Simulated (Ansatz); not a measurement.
This geometry of CH$_{4}$ClOSi (8 atoms, charge 1, multiplicity 1) is a first-order saddle point.

Method: Ansatz, RKS PBE0-D4/def2-SVP.

```xyz
8
Properties=species:S:1:pos:R:3
O -0.035 1.718 -1.058
Si 0.362 0.714 0.109
C -0.237 -1.028 0.259
Cl 0.521 -1.660 1.731
H -0.605 1.630 -1.836
H 1.279 1.326 1.082
H -1.338 -1.069 0.333
H 0.053 -1.631 -0.620
```

Question: Which two structures does it join? (They come from a converged band through this point; their orientation in space is the band's.)

Answer: No bond is made or broken. The dihedral H6–Si2–C3–Cl4 goes from -89 to 89°. The two ends are copies of one structure, up to a mirror image or an exchange of like atoms.

First end point:

```xyz
8
Properties=species:S:1:pos:R:3
O 0.409 1.560 -1.057
Si 0.117 0.718 0.264
C -0.544 -0.996 0.274
Cl 1.301 -1.215 0.504
H 0.344 1.326 -1.992
H 0.265 1.491 1.500
H -1.051 -1.389 1.165
H -0.841 -1.495 -0.658
```

Last end point:

```xyz
8
Properties=species:S:1:pos:R:3
O 0.270 1.618 -1.016
Si 0.526 0.550 0.140
C -0.197 -1.138 0.169
Cl -1.315 -0.142 1.294
H -0.298 1.591 -1.797
H 1.536 0.969 1.114
H -0.796 -1.516 -0.670
H 0.274 -1.931 0.766
```

Question: How far does it lie above each of them?

Answer: 0.39 eV above the first and 0.39 eV above the second. This is the barrier of this one path; another mechanism may lie lower.

Run time: 6.4 min on 1 thread of Arm Neoverse N1, on a shared host, peak memory 0.17 GiB.
